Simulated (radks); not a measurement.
Results of a calculation; reference values are marked as such.
Spherical quantum dot in the effective-mass picture: electrons in a parabolic well V = omega^2 r^2 / 2 with omega = 4.35, with a point charge +1 (a donor) at the centre, all in effective atomic units (hartree* = m*/eps^2 hartree, bohr* = eps/m* bohr), one dielectric constant everywhere. Level of theory: non-relativistic Kohn-Sham, LDA (Slater exchange, Perdew-Wang correlation), spin-polarised, spherical densities (a radial shooting solver with Libxc functionals). Levels are named by radial order and angular momentum (1s, 1p, 1d, 2s, ...), and open shells are averaged over m.

N = 18, configuration 1s2 1p6 1d(up 5, down 3) 2s2. This is the lowest configuration that the search found. Occupied and some empty levels:

level,occupation,eigenvalue (hartree*),<r> (bohr*)
1s up,1,23.955,0.6120
1s down,1,24.011,0.6097
1p up,3,27.308,0.8391
1p down,3,27.385,0.8385
2s up,1,30.326,0.8828
2s down,1,30.382,0.8845
1d up,5,30.535,0.9892
1d down,3,30.615,0.9897
1f up,0,33.880,1.109
1f down,0,33.957,1.110
2p up,0,34.207,1.014
2p down,0,34.260,1.014
1g up,0,37.358,1.211
1g down,0,37.427,1.212

Energy (hartree*): total 359.541, kinetic 89.041, external 124.97, Hartree 163.37, exchange-correlation -17.839.

Electron density:

r (bohr*),n(r) (e/bohr*^3)
0.0375,8.365
0.132,6.734
0.226,5.330
0.320,4.270
0.415,3.593
0.509,3.237
0.603,3.067
0.698,2.929
0.792,2.704
0.886,2.346
0.980,1.882
1.07,1.382
1.17,0.9293
1.26,0.5691
1.36,0.3173
1.45,0.1597
1.55,0.07366
1.64,0.03094
1.74,0.01174
1.83,0.004098
